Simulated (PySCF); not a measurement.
## Telling isomers of C₇H₁₃F apart by NMR

A single conformation, relativity neglected, fast rotation and ring inversion assumed for equivalent nuclei, no solvent model. Geometry: GFN2-xTB; GIAO PBE0/pcSseg-1 shieldings; PySCF.

References, each an isolated molecule treated in the same way: ¹H (σref 31.72), ¹³C (σref 186.93) vs TMS. Splittings of carbon signals by F and P are missing where no couplings were computed. Where no couplings were computed, multiplicities follow the n + 1 count of equivalent neighbours, and m marks all less simple cases (inequivalent or close neighbours, rings, F or P nearby). Shifts are as computed. Against solution values, carbons near 30 ppm lie about +3 ppm off and those near 130 ppm about +5 ppm. Of 1309 compounds with measured shifts, 239 miss one by over three times the rms of a fit or turn the order of signals round; such compounds aren't used in these exercises.

(1) Tabulate the signals of `CC(C)(C)[C@@H]1C[C@H]1F`, `CCC/C(C)=C\CF` and their relative energies.

(2) What is the quickest way to tell CC(C)(C)[C@@H]1C[C@H]1F from CCC/C(C)=C\CF?

Results:

(1) 
```json
{"SMILES": "CC(C)(C)[C@@H]1C[C@H]1F", "carbon types": "1×C 2×CH 1×CH2 3×CH3", "δC": "73.8, 32.8, 31.1, 29.7, 10.5", "δH": "4.51 (m, 1H), 1.10 (m, 1H), 0.97 (m, 1H), 0.89 (s, 9H), 0.54 (m, 1H)", "E rel. (kcal/mol)": "2.7"}
{"SMILES": "CCC/C(C)=C\\CF", "carbon types": "1×C 1×CH 3×CH2 2×CH3", "δC": "144.9, 131.6, 84.8, 39.7, 27.0, 25.8, 17.4", "δH": "5.85 (m, 1H), 5.42 (m, 2H), 1.87 (s, 3H), 1.71 (t, 2H), 1.30 (m, 2H), 1.04 (t, 3H)", "E rel. (kcal/mol)": "0.0"}
```

Energies are electronic energies at PBE0/pcSseg-1 on these geometries, without zero-point or thermal terms, each for the one conformer computed, which needn't be the lowest.

(2) Count the carbon signals: 5 against 7. The first has a three-membered-ring carbon (CH) at 32.8 ppm, the second a fully substituted alkene carbon (C) at 144.9 ppm. Their most deshielded carbons lie at 73.8 and 144.9 ppm. In the proton spectra the most deshielded non-exchanging signals are 4.51 (m, 1H) and 5.85 (m, 1H).
